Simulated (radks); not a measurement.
The numbers below are computed, except where a source is named.
Q: F2+, 7 electrons, occupied as [He] 2s2 2p2.5 3d0.5 (fractional occupations, a model configuration). Code: a radial shooting solver on a logarithmic mesh with Libxc functionals. Model: scalar-relativistic Kohn-Sham, r2SCAN, spin-polarised, spherical densities, finite nucleus; open shells are filled with parallel spins first; meta-GGA in the generalised Kohn-Sham scheme; Fermi nuclear charge, rms radius 2.8976 fm. Some entries of the table are withheld. Estimate them.

orbital  occ.  eigenvalue (hartree)  <1/r> (bohr^-1)  r(max) (bohr)
1s up       1             -26.75736            8.627         0.1145
1s down     1             -26.63230            8.661         0.1143
2s up       1                   (1)            1.646            (2)
2s down     1                   (3)            1.575            (4)
2p up     2.5              -2.19849            1.535         0.6344
2p down     0              -1.86167            1.467         0.6655
3s up       0              -0.65898              (5)          2.534
3p up       0              -0.52269           0.4164          2.805
3d up     0.5              -0.36015           0.3312          3.114
4f up       0              -0.16730           0.1693          5.854

A: 
(1) 2s up eigenvalue (hartree): -2.92849
(2) 2s up r(max) (bohr): 0.7212
(3) 2s down eigenvalue (hartree): -2.61450
(4) 2s down r(max) (bohr): 0.7383
(5) 3s up <1/r> (bohr^-1): 0.4739
